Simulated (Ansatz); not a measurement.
The same ligand exchange along the group Ti, Zr, Hf.

Computed with Ansatz on PBE0-D4/def2-TZVP structures; ΔE is electronic, products minus reactants. CCSD(T)/CBS adds triple-zeta CCSD(T) − MP2 to the extrapolated MP2 energy (def2 sets, frozen cores). This one scheme is used for every species. Functionals use def2-TZVPP. def2 core potentials past Kr. For Hf, Ti, Zr outer-core shells are correlated without core-valence functions, which leaves a few kJ/mol of doubt a bond. Scalar relativity is left out up to krypton. Each species was taken in one conformer, which may not be the lowest.

```
                                                            reaction  MP2/CBS(def2) (kJ/mol)  HF/CBS(def2) (kJ/mol)  LDA (SPW92) (kJ/mol)  CCSD/CBS(def2) (kJ/mol)  CCSD(T)/CBS(def2) (kJ/mol)
`[Cl][Ti]([Cl])([Cl])[Cl]` + NH₃ → `[NH2][Ti]([Cl])([Cl])[Cl]` + HCl                      78                     63                    70                       61                          68
`[Cl][Zr]([Cl])([Cl])[Cl]` + NH₃ → `[NH2][Zr]([Cl])([Cl])[Cl]` + HCl                      92                     90                    83                       85                          87
`[Cl][Hf]([Cl])([Cl])[Cl]` + NH₃ → `[NH2][Hf]([Cl])([Cl])[Cl]` + HCl                      91                     91                    81                       85                          86
```

Largest T1 diagnostic: 0.025, for `[Cl][Ti]([Cl])([Cl])[Cl]`.
